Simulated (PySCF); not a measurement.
Computed IR spectrum (relative IR intensity) of a molecule C₄H₈OS. The structure is a stationary point at PBE-D3(BJ)/def2-SVP. The values are those of a single conformer. Computed with PBE-D3(BJ)/def2-SVP run with PySCF. Frequencies are harmonic and unscaled.

Lines under 2 % of the strongest are left out, and lines within 2 cm⁻¹ are merged.

```tsv
ν (cm⁻¹)	relative intensity
180	2.8
228	9.8
478	5.3
556	3.3
654	3.7
852	3.3
896	10
955	4.9
998	2.6
1033	7.2
1198	28
1208	6.3
1308	39
1337	4.4
1376	5.2
1397	5.3
1412	9.2
1418	3.4
1769	100
2599	3.7
2968	7.8
3056	7.4
3064	2.7
3075	4.0
3111	2.2
```

**Question.** Which structure fits?
(A) O=CCCCS
(B) CC(=O)[C@H](C)S
(C) CC[C@H]1OCS1
(D) CCSCC=O

**Answer.** B, CC(=O)[C@H](C)S
